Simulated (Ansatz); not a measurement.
Relaxation of C2H7NOSi (12 atoms, charge 0, multiplicity 1), to a largest force component of 0.02 eV/Å in at most 50 steps.

Computed with RKS PBE0-D4/6-31G* (Ansatz).

```xyz
12
Properties=species:S:1:pos:R:3
C -1.267 -0.266 1.544
O -0.243 0.467 0.907
C 0.434 -0.349 -0.051
N 0.139 -0.164 -1.407
Si 1.612 0.499 -1.265
H -0.939 -1.067 2.090
H -2.018 -0.544 0.788
H -1.768 0.480 2.223
H 0.830 -1.311 0.306
H -0.609 0.586 -1.436
H 2.487 -0.323 -2.074
H 1.418 1.936 -1.592
```

Question: Where does it end, and by what steps?

Answer: The forces met the threshold. After 10 steps the energy has fallen by 1.258 eV; H10 moved furthest, 0.71 Å.

```csv
step,energy less start (eV),largest force component (eV/Å),accepted
0,0.0000,7.273,yes
1,-0.9578,2.906,yes
2,-1.2016,0.344,yes
3,-1.2295,0.304,yes
4,-1.2423,0.306,yes
5,-1.2512,0.185,yes
6,-1.2554,0.112,yes
7,-1.2572,0.110,yes
8,-1.2571,0.087,no
9,-1.2578,0.023,yes
10,-1.2578,0.014,yes
```

```xyz
12
Properties=species:S:1:pos:R:3
C -1.232 -0.113 1.464
O -0.036 0.436 0.957
C 0.556 -0.376 -0.008
N 0.005 -0.353 -1.369
Si 1.498 0.526 -1.329
H -1.064 -1.118 1.880
H -2.016 -0.183 0.695
H -1.578 0.551 2.259
H 0.759 -1.386 0.366
H -0.945 -0.032 -1.513
H 2.602 -0.012 -2.160
H 1.526 2.005 -1.209
```

Whether the end is a true minimum wasn't checked by a vibrational analysis.

Run time: 26 s on 2 threads of Arm Neoverse V2, with other jobs on the host, peak memory 0.2 GiB.
